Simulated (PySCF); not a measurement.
Calculated NMR data

PySCF 2.14.0 with density-fitted response routines calculation with shielding tensors at PBE0/pcSseg-1 (GIAO) and GFN2-xTB structure; isolated molecule, one averaged value for each set of equivalent atoms, single conformer, non-relativistic.

Referencing at the same level of theory: TMS for 1H (σ = 31.72 ppm), 13C (σ = 186.93 ppm). Splittings of carbon signals by F and P are missing where no couplings were computed. Where no couplings were computed, multiplicities follow the n + 1 count of equivalent neighbours, and m marks all less simple cases (inequivalent or close neighbours, rings, F or P nearby). Shifts are as computed. Against solution values, carbons near 30 ppm lie about +3 ppm off and those near 130 ppm about +5 ppm; carbons on Cl a further +6 ppm. Of 1309 compounds with measured shifts, 239 miss one by over three times the rms of a fit or turn the order of signals round; such compounds aren't used in these exercises. Carbons bonded to Cl come out too deshielded.

**1.** `Cl[C@H]1[C@H]2C=C[C@@H]1C=C2`, C$_{7}$H$_{7}$Cl. 1H NMR (500 MHz, computed): δ 7.10 (m, 2H), 6.99 (m, 2H), 4.28 (m, 1H), 3.49 (m, 2H). 13C{1H} NMR (computed): δ 151.9 (CH), 150.4 (CH), 95.0 (CH), 60.8 (CH).

**2.** `CC(C)(C)/C=N\[SiH2]P`, C$_{5}$H$_{14}$NPSi. 1H NMR (500 MHz, computed): δ 8.95 (m, 1H), 5.89 (m, 2H), 1.16 (s, 9H), 1.12 (m, 2H). 13C{1H} NMR (computed): δ 195.0, 41.0, 29.6.
